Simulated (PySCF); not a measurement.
## Removing an electron from `CC(C)(C)[C@H]1C=CC[SiH2]1`

C8H16Si.
Atom-mapped SMILES: `[CH3:1][C:2]([CH3:3])([CH3:4])[C@H:5]1[CH:6]=[CH:7][CH2:8][SiH2:9]1` (hydrogens: H10, H11, H12 on C1; H13, H14, H15 on C3; H16, H17, H18 on C4; H19 on C5; H20 on C6; H21 on C7; H22, H23 on C8; H24, H25 on Si9)

Geometry (PBE0-D3(BJ)/def2-SVP, Å), atoms numbered from 1 in this order:
```xyz
25
C8H16Si angstrom
C     -2.0141    0.2609    0.8873
C     -0.8360    0.5174   -0.0589
C     -0.8777    1.9818   -0.5003
C     -0.9649   -0.3959   -1.2794
C      0.5030    0.2561    0.6851
C      0.6891   -1.1579    1.1818
C      1.7842   -1.8559    0.8468
C      2.8397   -1.2186   -0.0171
Si     2.1344    0.5249   -0.2864
H     -2.0703   -0.7935    1.1964
H     -1.9342    0.8782    1.7966
H     -2.9679    0.5092    0.3950
H     -0.7729    2.6582    0.3633
H     -1.8330    2.2154   -0.9966
H     -0.0693    2.2138   -1.2118
H     -1.9293   -0.2342   -1.7865
H     -0.9069   -1.4565   -0.9895
H     -0.1680   -0.2042   -2.0142
H      0.5129    0.9395    1.5564
H     -0.0763   -1.6087    1.8236
H      1.9223   -2.8829    1.2043
H      2.9939   -1.7798   -0.9548
H      3.8189   -1.1997    0.4911
H      1.9638    0.8681   -1.7322
H      2.9846    1.5906    0.3294
```

Level: CAM-B3LYP/def2-SVPD (PySCF). Frontier orbitals with their largest atomic shares (Löwdin; up to four atoms above 4 %):

```
orbital  ε (eV)                            main atoms
 HOMO−3  -10.40    C2 15 %, C3 13 %, C5 12 %, Si9 8 %
 HOMO−2  -10.00  C8 26 %, Si9 23 %, C7 12 %, H24 10 %
 HOMO−1   -9.28    C5 28 %, Si9 20 %, C8 10 %, C1 9 %
   HOMO   -8.34                                     ?
   LUMO    1.18      Si9 17 %, C7 8 %, C6 6 %, C1 6 %
 LUMO+1    1.41   C7 17 %, C6 13 %, Si9 13 %, C8 10 %
 LUMO+2    1.63     C6 17 %, C7 14 %, Si9 9 %, C8 6 %
```

Task: What vertical ionisation energy does ΔSCF give, and how far is −ε(HOMO) from it?

Result: ΔSCF: 8.98 eV (866 kJ/mol; threshold wavelength 138 nm); ⟨S²⟩ of the doublet left behind is 0.753, against 0.75 for a pure doublet. −ε(HOMO) is 8.34 eV, 0.64 eV below it. In exact Kohn–Sham theory the two would be equal; CAM-B3LYP (range-separated hybrid) falls short of its own ΔSCF value by 7 %. Holes in the HOMO−1 and HOMO−2 were tried too where these lie within 1.2 eV of the HOMO; the lowest converged state counts.

Task: On which atoms does the HOMO lie?

Result: C7 (alkene CH carbon) 31 %, C6 (alkene CH carbon) 31 %, C8 (sp3 carbon bound to silicon) 8 %, C5 (sp3 carbon bound to silicon) 8 %, so no atom holds as much as 40 %. The HOMO−1 lies 0.94 eV lower.

Task: With α = 118.5 au, estimate the like-pair dispersion coefficient by London's formula C6 = (3/4)α²I.

Result: I = 0.3299 Eh, so C6 ≈ 3480 au, a rough estimate.

Task: What kinetic energy would electrons from this vertical process carry with He I light (21.218 eV)?

Result: 21.22 − 8.98 = 12.24 eV.

Task: Shift the occupied levels rigidly so that −ε(HOMO) equals the ΔSCF value. What binding energies result?

Result: The shift is +0.64 eV: HOMO 8.98, HOMO−1 9.92, HOMO−2 10.64, HOMO−3 11.04 eV. A rigid shift is only a rough guide to the deeper ionisations.

Geometry: PBE0-D3(BJ)/def2-SVP; no solvent, vibrations or thermal averaging.
